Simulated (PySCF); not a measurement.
Gas-phase reaction: 3 Ga(CH3)3 → 3 GaH3 + 2 C2H5 + C5H8 (cyclic)

Method: PySCF energies plus ideal-gas RRHO corrections (1 bar). S°(298 K) at PBE0/def2-TZVP differs from the NASA 1993 table for C2H5 (+9 J/mol/K); whether the harmonic model or the table's entry is off was not settled. † marks an energy on the PBE0/def2-TZVP geometry and frequencies; other levels use their own. MP2 and CCSD(T) freeze the core. Open shells (unrestricted): C2H5 (multiplicity 2); the rest are closed-shell singlets. B3LYP is the form with VWN-RPA correlation. Ga: all electrons, no relativistic terms. Methyl groups turn as free rotors in Ga(CH3)3. GaH3: computed as isolated molecules; such fragments, hydroxides, amides, oligomers or adducts are transient or little studied in the gas. MP2 isn't extrapolated to the basis-set limit; its ΔH°(298 K) is 711.5 kJ in def2-SVP and 815.1 kJ in def2-TZVPP. CCSD(T) isn't extrapolated to the basis-set limit. The harmonic model lacks anharmonicity and excited electronic states, which grow with temperature; levels with a mode under 35 cm⁻¹ are left out. Internal rotation in C2H5 is treated as a harmonic vibration of one conformer, which makes the entropy rough.

```
level               ΔE electronic, kJ  ΔH°(298 K), kJ  ΔS°(298 K), J/K  ΔG°(800 K), kJ
------------------  -----------------  --------------  ---------------  --------------
B3LYP/def2-TZVP†                  747             683              389             375
BLYP/def2-TZVP†                   736             673              389             364
CCSD(T)/def2-SVP†                 719             655              389             347
HF/def2-TZVP†                     573             510              389             201
MP2/def2-TZVPP†                   878             815              389             506
PBE/def2-SVP                      754             690              385             385
PBE/def2-TZVP†                    789             726              389             417
PBE0/def2-SVP†                    756             693              389             385
r2SCAN/def2-TZVP†                 781             717              389             409
LDA/def2-TZVP†                    876             813              389             504
ωB97X-V/def2-TZVP†                793             730              389             421
```
ΔH° is lowest at HF/def2-TZVP† and highest at MP2/def2-TZVPP†. No reference value is set beside these.
